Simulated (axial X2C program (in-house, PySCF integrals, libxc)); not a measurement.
# Potential curves of TiSi, two-component

All values were computed with an in-house relativistic program for diatomic molecules. Two-component (2c) means X2C with spin–orbit coupling and atomic mean-field two-electron Coulomb and Gaunt terms. Basis: Ti dyall-cv3z [10s10p6d4f2g], Si dyall-v3z [8s7p2d1f] (cores contracted in-house); Gaussian nuclei, density fitting, unrestricted open shells. Masses: Ti 47.948 u, Si 27.977 u.

State: Ω = 4 (⟨Sz⟩ = 2.00, ⟨Lz⟩ = 2.00 at PBE0). Energies in cm⁻¹ from the lowest point of each curve. Fits are polynomials in 1 − R0/R over 0.85 to 1.23 times the lowest point R0.

```tsv
R (Å)	PBE0
2.1080	5445
2.2049	2283
2.2776	912
2.3503	200
2.4230	0
2.5078	252
2.5926	883
2.7016	2059
2.8349	3808
3.0288	6542
```

One determinant describes the state; a PBE0 search over occupations chose it and may have missed a lower one. Density functionals use the spin component along the axis (collinear). Other states lie close and PBE0, whose exact exchange favours high spin, may order them wrongly; the determinant shown need not be the ground state. The nearest other 2c determinant of the search, Ω = 2, lies 0.53 eV up at the distance of the search. The functionals have no current-density term, which raises determinants with orbital currents, atoms included. With several unpaired electrons one determinant need not be a pure state. Open-shell Ω = 0 determinants with evenly filled partner blocks cannot be reached by this program, so the Ω shown need not be the lowest component.

What are Re and ωe at the PBE0 level?

At PBE0, 2c: Re = 2.421 Å, ωe ≈ 376 cm⁻¹; Be follows as 0.163 cm⁻¹.
